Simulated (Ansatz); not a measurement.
Geometry optimisation, DFT PBE, scalar-relativistic, plane waves, PAW (Ansatz 0.2.0).

Input file:

```yaml
accuracy: low
crystal:
  lattice:
    - [5.9, 0.0, 0.0]
    - [2.95, 5.10955, 0.0]
    - [0.0, 0.0, 15.6846]
  atoms:
    - { symbol: Ti, position: [0.0, 0.0, 0.0637568] }
    - { symbol: Ti, position: [0.5, 0.0, 0.0637568] }
    - { symbol: Ti, position: [0.0, 0.5, 0.0637568] }
    - { symbol: Ti, position: [0.5, 0.5, 0.0637568] }
    - { symbol: Ti, position: [-0.1666667, 0.3333333, 0.2130944] }
    - { symbol: Ti, position: [0.3333333, 0.3333333, 0.2130944] }
    - { symbol: Ti, position: [-0.1666667, 0.8333333, 0.2130944] }
    - { symbol: Ti, position: [0.3333333, 0.8333333, 0.2130944] }
    - { symbol: Ti, position: [0.0, 0.0, 0.3624319] }
    - { symbol: Ti, position: [0.5, 0.0, 0.3624319] }
    - { symbol: Ti, position: [0.0, 0.5, 0.3624319] }
    - { symbol: Ti, position: [0.5, 0.5, 0.3624319] }
    - { symbol: C, position: [0.8155268, 0.8508321, 0.4765566] }
    - { symbol: H, position: [0.6352222, 0.9016885, 0.5116229] }
    - { symbol: O, position: [0.9578724, 0.8106823, 0.5371256] }
basis:
  ecutwfc: 420.0
kpoints:
  mp_grid: { grid: [2, 2, 1] }
hamiltonian:
  xc: pbe
scf:
  occupations: { method: fermi_dirac, width: 0.1 }
  lower_state_search: "off"
relax:
  f_tol: 0.08
  max_steps: 25
  adjacent_minimum: "off"
  constraints: [{ sites: [0, 1, 2, 3] }]
```

Run as:

```bash
$ ansatz run input.yaml --threads 2 --pin off --max-ram 5120MiB --backend cpu --events-out ev --progress --plain --runs-dir out
```

Where does it end, and by what steps?

The run converged. Limits of this set-up: coarse k mesh, thin slab, slab without dipole correction, odd electron count without spin, a typed lattice constant that wasn't relaxed here, low accuracy level. After 13 steps the energy has fallen by 3.312 eV; O15 moved furthest, 1.99 Å. Joined: Ti9–O15 (3.02 → 2.08 Å), Ti11–O15 (3.24 → 2.08 Å), Ti12–O15 (3.90 → 2.04 Å).

| step | energy less start (eV) | largest force component (eV/Å) | accepted |
| --- | --- | --- | --- |
| 0 | 0.0000 | 3.306 | yes |
| 1 | -0.9187 | 1.353 | yes |
| 2 | -1.3173 | 1.006 | yes |
| 3 | -1.5754 | 0.871 | yes |
| 4 | -1.8113 | 0.796 | yes |
| 5 | -2.0604 | 1.087 | yes |
| 6 | -2.3196 | 0.574 | yes |
| 7 | -2.5537 | 0.587 | yes |
| 8 | -2.7358 | 0.466 | yes |
| 9 | -2.9461 | 0.507 | yes |
| 10 | -3.1198 | 1.042 | yes |
| 11 | -3.2048 | 1.317 | yes |
| 12 | -3.2952 | 0.172 | yes |
| 13 | -3.3125 | 0.043 | yes |

```xyz
15
Lattice="5.9000 0.0000 0.0000 2.9500 5.1095 0.0000 0.0000 0.0000 15.6846" Properties=species:S:1:pos:R:3
Ti 0.000 0.000 1.000
Ti 2.950 0.000 1.000
Ti 1.475 2.555 1.000
Ti 4.425 2.555 1.000
Ti -0.087 1.754 3.191
Ti 2.935 1.695 3.210
Ti 1.496 4.249 3.138
Ti 4.427 4.276 3.208
Ti -0.047 0.073 5.417
Ti 3.072 -0.070 5.433
Ti 1.387 2.564 5.418
Ti 4.253 2.659 5.539
C 7.433 4.232 6.835
H 7.231 4.353 7.911
O 8.671 3.513 6.649
```

Whether the end is a true minimum wasn't checked by a vibrational analysis.

The run took 51 s on 2 threads of Intel(R) Xeon(R) CPU @ 2.80GHz (Skylake/Cascade Lake) (shared host), peak memory 0.99 GiB.
